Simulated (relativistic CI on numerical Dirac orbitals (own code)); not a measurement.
## Pm XXXII: q coefficients and field-shift factors

Calculated at this level of theory: Dirac-Coulomb-Breit CI, orbitals from a KLI potential per configuration, derivatives by finite differences, unscaled Slater integrals, QED left out (own radial code, finite nucleus).

CI space (outside the closed core [Ar] 3d10): 4s2, 4s 4p, 4p2, 4s 4d, 4d2, 4s 4f, 4p 4d, 4f2. Levels of other configurations are missing.

With x = (α/α₀)² − 1 an excitation energy changes as ω = ω₀ + qx; K = 2q/ω₀ is the relative enhancement. Terms are leading LS components, so labels can repeat. The field-shift factor is F = δν/δ⟨r²⟩ for the transition from the lowest level.

Lowest level 4s2 1S_0.

| Level | ω₀ (cm⁻¹) | q (cm⁻¹) | F (GHz/fm²) |
| --- | --- | --- | --- |
| 4s 4p 3P°_0 | 480263 | 51420 | -486 |
| 4s 4p 3P°_1 | 516842 | 66450 | -489 |
| 4s 4p 3P°_2 | 764363 | 373300 | -506 |
| 4s 4p 1P°_1 | 881384 | 364900 | -511 |
| 4p2 3P_0 | 1111838 | 118400 | -984 |
| 4p2 3P_1 | 1359985 | 432000 | -1000 |
| 4p2 1D_2 | 1366629 | 430800 | -979 |
| 4p2 3P_2 | 1629590 | 700800 | -946 |
| 4s 4d 3D_1 | 1689785 | 396100 | -502 |
| 4s 4d 3D_2 | 1709528 | 424200 | -520 |
| 4p2 1S_0 | 1722674 | 746100 | -1020 |
| 4s 4d 3D_3 | 1747782 | 454900 | -501 |
| 4s 4d 1D_2 | 1851563 | 483100 | -589 |
| 4p 4d 3F°_2 | 2194377 | 452600 | -998 |
| 4p 4d 3F°_3 | 2300000 | 531400 | -994 |
| 4p 4d 3D°_1 | 2303217 | 463000 | -1000 |
| 4p 4d 3P°_2 | 2312396 | 516800 | -1000 |
| 4p 4d 1D°_2 | 2519342 | 776800 | -1010 |
| 4p 4d 3F°_4 | 2526217 | 816600 | -994 |
| 4p 4d 3D°_3 | 2536800 | 730700 | -962 |
| 4p 4d 3P°_0 | 2547433 | 775100 | -1020 |
| 4p 4d 3P°_1 | 2553835 | 777500 | -1020 |
| 4p 4d 3P°_2 | 2588296 | 824600 | -1020 |

At this charge energies of transitions that change n are usually good to better than 1 %, and those within a shell (Δn = 0) to a few per cent.

(1) Which transition from the lowest level has the largest |K|?

## Answers

(1) 4s 4p 3P°_2 at 764363 cm⁻¹, K = 0.977.
